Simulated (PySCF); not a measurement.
## C₆ coefficients of unlike pairs at UHF

Calculated with PySCF 2.14 from the dipole response of each species, C₆(A,B) = (3/π) ∫ α_A(iu) α_B(iu) du, in atomic units, from isotropic polarisabilities. For ions this is the dispersion term alone; charge-induced terms of lower order in 1/R come first.

```
species           configuration                                                                            basis      relativity  α (bohr³)  C₆ (like pair)
 Ru(3+)           [Kr] 4d5 (6S)                                      aug-cc-pwCVTZ-PP with ECP28MDF (8s8p7d4f3g)  core potential      4.682           21.07
     Hf  [Xe] 4f14 5d2 6s2 (3F)  x2c-TZVPPall with one added diffuse shell each of s, p, d, f type (12s8p8d4f1g)   spin-free X2C      120.8            1722
  N(3+)           [He] 2s2 (1S)                                                           aug-cc-pVTZ (5s4p3d2f)            none      2.229           2.243
     Os  [Xe] 4f14 5d6 6s2 (5D)                                    aug-cc-pwCVQZ-PP with ECP60MDF (9s9p8d5f4g3h)  core potential      77.18           879.4
```

Q: Estimate C₆ for Os with N(3+).

A: The integral gives 40.80. The combination rule 2 C_A C_B / (C_A α_B/α_A + C_B α_A/α_B) gives 38.28 and the geometric mean 44.41.

No spin-orbit coupling is included.

The other pairs:

```tsv
pair	C₆
Os, Ru(3+)	105.7
Os, Hf	1217
N(3+), Hf	53.01
Hf, Ru(3+)	131.3
N(3+), Ru(3+)	6.455
```
